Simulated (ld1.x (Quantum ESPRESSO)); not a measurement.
# Before and after: TM potential for Co (Z = 27)

- Element: cobalt (Co)
- Generator: ld1.x (Quantum ESPRESSO) 7.5
- Type: norm-conserving Troullier–Martins (Kleinman–Bylander form)
- Functional: PBEsol
- Relativity: fully relativistic
- Frozen core: [Ar]
- Valence charge: 9
- Reference configuration: 3d7 4s1 4p0 (charge +1)
- Partial waves: 4s (bound): rc 2.20 bohr; 4p (bound, empty): rc 2.00 bohr; 3d (bound): rc 1.10 bohr
- Local potential: all-electron potential smoothed inside 1.60 bohr (lloc = -2)
- Core correction: a·sin(br)/r model core, default radius (core density twice the valence density)

Open shells are filled in proportion to 2j + 1 (rel_dist='average').

Change: core [Ne], valence charge 17; reference 3s2 3p6 3d7 4s2 4p0; waves now 3s (bound): rc 1.25 bohr; 3p (bound): rc 1.00 bohr; 3d (bound): rc 1.70 bohr; local potential all-electron potential smoothed inside 1.65 bohr (lloc = -2); core correction Bessel-smoothed model core, default radius (core density twice the valence density) (4s counted twice).

Cutoffs: the cutoffs (Ry, on a coarse ladder) from which the occupation-weighted sum of valence levels, in a spherical-Bessel basis at the reference potential, stays within 10 and 1 mRy of its value at 400 Ry; they do not see the model core or the augmentation charge, which bear on the density cutoff. Errors are all-electron minus pseudo energies relative to the spin-unpolarised reference configuration.

**Question.** What does the change do?

**Answer.** The potential gets softer (180 Ry and 300 Ry → 110 Ry and 160 Ry); the miss of the reference levels goes from 0.00 to 0.35 eV; neither file shows a bound ghost. In the changed file ld1.x takes every shell without a wave as core, so the model core holds the 4s electrons as well and exchange and correlation see them twice. This cancels in the reference configuration, but the file is broken for other ones, and its errors say nothing about a proper core correction. Several settings change at once here, so the effects cannot be laid on one of them.

| quantity | base | changed |
| --- | --- | --- |
| cutoff, loose | 180 Ry | 110 Ry |
| cutoff, tight | 300 Ry | 160 Ry |
| bound ghosts | none | none |
| largest miss of a reference level, eV | 0.00 | 0.35 |
| largest error over its own tests, meV | -304 | -644 |
